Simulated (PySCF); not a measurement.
## Substituent effects on chemical shifts

Parent skeleton `[CH3:1][C:2](=[O:3])[O:4][SiH3:5]`; one hydrogen on atom 5 is replaced by X. Hydrogens on one atom are averaged.

[PySCF 2.14: PBE0-D3(BJ)/def2-SVP geometry; σ from GIAO-PBE0/pcSseg-1; no solvent; one computed conformer; relativity neglected; fast rotation and ring inversion assumed for equivalent nuclei]

Chemical shifts δ = σref − σ; 13C (σref 184.41), 29Si (σref 351.99), 1H (σref 31.27) against TMS; 17O (σref 334.56) against H2O, all at this level.

Parent (X = H): C1 22.2, C2 177.9, O3 471.2, O4 201.7, Si5 -34.2, H(C1) 2.07, H(Si5) 4.74 ppm. Effects are Δδ = δ(X) − δ(H), positive for deshielding.

**Question.** Order these by the shift of O4, most shielded first.
A. X = NHCH3
B. X = OSiH3
C. X = SCH3
D. X = OCH3
E. X = COOH
F. X = B(OH)2

**Answer.** F (-3.9 ppm), E (+8.1 ppm), C (+12.4 ppm), D (+22.4 ppm), B (+30.9 ppm), A (+35.8 ppm).

**Question.** Order these by the shift of Si5, most shielded first.
A. X = B(OH)2
B. X = COOH
C. X = SCH3
D. X = OSiH3
E. X = NHCH3

**Answer.** B (-7.6 ppm), D (+2.0 ppm), E (+6.7 ppm), A (+15.6 ppm), C (+33.0 ppm).

Unscaled 17O shifts of doubly bonded oxygen tend to come out too high, by tens of ppm or more. Experimental scales use liquid or dissolved standards, which lie at an offset from isolated H2O (liquid H2O: subtract about 36 ppm).
